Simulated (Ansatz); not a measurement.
Relaxation of a periodic cell of 13 atoms, LiLu$_{12}$ (host Lu, host structure hcp, interstitial Li), to a largest force component of 0.08 eV/Å in at most 25 steps.

The calculation used Ansatz, DFT PBE, scalar-relativistic, plane waves, PAW. Settings: cutoff 420 eV, k mesh 3x2x3, fermi-dirac smearing 0.05 eV, no spin polarisation.

```xyz
13
Lattice="7.0200 0.0000 0.0000 -5.2650 9.1192 0.0000 0.0000 0.0000 5.5633" Properties=species:S:1:pos:R:3
Lu 0.000 0.000 0.000
Lu 0.000 2.026 2.782
Lu -1.755 3.040 0.000
Lu -1.755 5.066 2.782
Lu -3.510 6.079 0.000
Lu -3.510 8.106 2.782
Lu 3.510 0.000 0.000
Lu 3.510 2.026 2.782
Lu 1.755 3.040 0.000
Lu 1.755 5.066 2.782
Lu 0.000 6.079 0.000
Lu 0.000 8.106 2.782
Li 5.225 1.051 1.327
```

Task: Where does it end, and by what steps?

Result: It converged. The force dipped under the threshold on the way, but the program's further checks kept it going. Limits of this set-up: coarse k mesh, a small cell, in which the defect meets its images. After 10 steps the energy has fallen by 1.350 eV; Li13 moved furthest, 0.89 Å.

```json
{"step": "0", "energy less start (eV)": "0.0000", "largest force component (eV/Å)": "1.742", "accepted": "yes"}
{"step": "1", "energy less start (eV)": "-1.0989", "largest force component (eV/Å)": "0.538", "accepted": "yes"}
{"step": "2", "energy less start (eV)": "-1.2233", "largest force component (eV/Å)": "0.145", "accepted": "yes"}
{"step": "3", "energy less start (eV)": "-1.2369", "largest force component (eV/Å)": "0.083", "accepted": "yes"}
{"step": "4", "energy less start (eV)": "-1.2606", "largest force component (eV/Å)": "0.141", "accepted": "yes"}
{"step": "5", "energy less start (eV)": "-1.2893", "largest force component (eV/Å)": "0.176", "accepted": "yes"}
{"step": "6", "energy less start (eV)": "-1.3092", "largest force component (eV/Å)": "0.151", "accepted": "yes"}
{"step": "7", "energy less start (eV)": "-1.3046", "largest force component (eV/Å)": "0.469", "accepted": "no"}
{"step": "8", "energy less start (eV)": "-1.3378", "largest force component (eV/Å)": "0.052", "accepted": "yes"}
{"step": "9", "energy less start (eV)": "-1.3465", "largest force component (eV/Å)": "0.071", "accepted": "yes"}
{"step": "10", "energy less start (eV)": "-1.3504", "largest force component (eV/Å)": "0.052", "accepted": "yes"}
```

```xyz
13
Lattice="7.0200 0.0000 0.0000 -5.2650 9.1192 0.0000 0.0000 0.0000 5.5633" Properties=species:S:1:pos:R:3
Lu 0.207 -0.250 0.009
Lu 0.012 2.021 2.911
Lu -1.702 3.513 0.051
Lu -1.742 5.173 2.851
Lu -3.561 6.042 0.062
Lu -3.536 8.037 2.804
Lu 3.272 -0.275 0.003
Lu 3.515 2.046 2.923
Lu 1.772 2.937 0.143
Lu 1.722 5.014 2.885
Lu 0.019 6.182 0.092
Lu 0.012 8.131 2.850
Li 5.235 1.117 0.435
```

Time of the run: 110 s on 4 threads of Intel(R) Xeon(R) 6975P-C (Granite Rapids), on a shared host, peak memory 1.7 GiB.
